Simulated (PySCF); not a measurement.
# FeH₂⁺, quartet: computed properties

All numbers come from UPBE0/[Fe def2-TZVP, H def2-TZVP], no relativity, density fitting, PySCF.

The structure is a minimum.

```json
{
 "Point group": "C2v",
 "Bond lengths": "Fe–H 1.754 Å (×2), H–H 0.804 Å",
 "Bond angles": "Fe–H–H 76.8° (×2), H–Fe–H 26.5°",
 "Principal polarisabilities": "11.7, 14.0, 17.3 bohr³",
 "Spin squared ⟨S²⟩": "3.760",
 "Entropy at 298.15 K and 1 bar (electronic part: spin only)": "224.6 J/(mol K)",
 "Highest occupied level (β)": "-12.43 eV",
 "Rotational symmetry number": "2",
 "Heat capacity Cp at 298.15 K": "36.3 J/(mol K)",
 "Dipole moment about the centre of mass": "0.06 D",
 "Rotational constants": "51.78, 2.974, 2.813 cm⁻¹",
 "Principal quadrupole moments (Buckingham, traceless) about the centre of mass": "-1.76, -0.82, 2.58 D Å",
 "Lowest empty level (α)": "-8.57 eV",
 "Enthalpy at 298.15 K above 0 K": "10.12 kJ/mol",
 "Zero-point energy": "34.0 kJ/mol"
}
```

Harmonic modes (masses in u: Fe 55.935, H 1.008):
| ω (cm⁻¹) | IR (km/mol) | μ (u) |
| --- | --- | --- |
| 850 | 72.1 | 1.04 |
| 1289 | 7.7 | 1.01 |
| 3541 | 18.7 | 1.01 |

Charges (e):
```tsv
atom	Mulliken	Löwdin	polar tensor	spin (Mulliken)	Mayer order to Fe1
Fe1	0.75	0.72	0.83	3.01	–
H2,3	0.12	0.14	0.09	-0.01	0.35
```
Other Mayer orders above 0.3: H–H 0.64.

Mulliken populations on Fe1: s 6.19, p 12.12, d 6.94, f 0.00.

Outer orbital energies (eV). α occupied: -20.45, -15.39, -15.30, -14.64, -14.34, -14.12; empty: -8.57, -6.15, -4.77, -2.33. β occupied: -20.25, -12.60, -12.43; empty: -8.06, -6.79, -6.77, -6.34.

The spin densities have lower symmetry than the nuclear frame, so modes carry no symmetry labels. Only a few start shapes were tried, so a lower isomer may exist. With open d or f shells other occupations or spin states may lie lower.

The final relaxation and frequency run took 39 s on 2 threads of a shared Arm Neoverse N1 host, with 57 basis functions and 9 gradients; the process peaked at 0.63 GiB. Launch command: `OMP_NUM_THREADS=2 python axn.py task.json out`.
